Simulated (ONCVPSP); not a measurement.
calcium, ONCV: configuration errors across variants

```
Element                 : Ca (Z = 20)
Generator               : ONCVPSP 4.0.1
Type                    : optimised norm-conserving Vanderbilt (ONCV)
Functional              : LDA (Perdew-Wang 92)
Relativity              : scalar-relativistic
Frozen core             : [Ne]
Valence charge          : 10
Reference configuration : 3s2 3p6 4s2
Partial waves           : 3s+4s: rc 2.00 bohr, ncon 4, nbas 8, qcut 6.2 1/bohr, 2 projectors; 3p: rc 2.00 bohr, ncon 4, nbas 7, qcut 5.5 1/bohr, 2 projectors, debl 3.4 Ha; d scattering state at 0.38 Ha: rc 1.80 bohr, ncon 4, nbas 9, qcut 4.7 1/bohr, 2 projectors, debl 1.2 Ha
Local potential         : polynomial inside 1.70 bohr (lpopt 5, dvloc0 -1 Ha)
Core correction         : polynomial model core, fcfact 0.35
```

In the d channel the program set the typed energies aside and used -0.078, 1.122 Ha.

All-electron excitation energies from the reference (eV): (1) 3s2 3p6 4s1 6.458; (2) 3s2 3p6 4s0 18.403; (3) 3s2 3p6 4s1.5 2.564; (4) 3s2 3p6 4s0 4p1 9.578.

Errors AE − PS in meV (a dash: test not solved or not reliable):

| change | (1) | (2) | (3) | (4) | bound ghosts | GHOST(+) flags above zero |
| --- | --- | --- | --- | --- | --- | --- |
| base | -0.5 | -3.1 | -0.1 | -3.5 | none | none |
| s: qcut 4.2; p: qcut 3.7; d: qcut 3.2 | -0.8 | -5.6 | -0.2 | -24 | none | none |
| s: qcut 5.1; p: qcut 4.5; d: qcut 3.9 | -0.6 | -4.3 | -0.1 | -10.0 | none | none |
| s: qcut 5.8; p: qcut 5.2; d: qcut 4.4 | -0.5 | -3.5 | -0.1 | -6.6 | none | none |
| s: qcut 6.5; p: qcut 5.7; d: qcut 4.9 | -0.5 | -2.9 | -0.1 | -2.5 | none | none |
| s: qcut 7.3; p: qcut 6.4; d: qcut 5.5 | -0.4 | -2.3 | -0.1 | -0.5 | none | none |
| s: qcut 7.6; p: qcut 6.7; d: qcut 5.7 | -0.4 | -2.1 | -0.1 | -0.2 | none | none |
| s: qcut 8.4; p: qcut 7.4; d: qcut 6.3 | -0.3 | -1.6 | -0.1 | +0.1 | none | none |
| s: qcut 8.8; p: qcut 7.8; d: qcut 6.7 | -0.3 | -1.3 | -0.1 | +0.2 | none | none |

Task: Give the same row for: s: qcut 4.6; p: qcut 4.1; d: qcut 3.5.

Result: -0.7, -5.0, -0.2, -16; bound ghosts: none; GHOST(+) flags above zero: none.
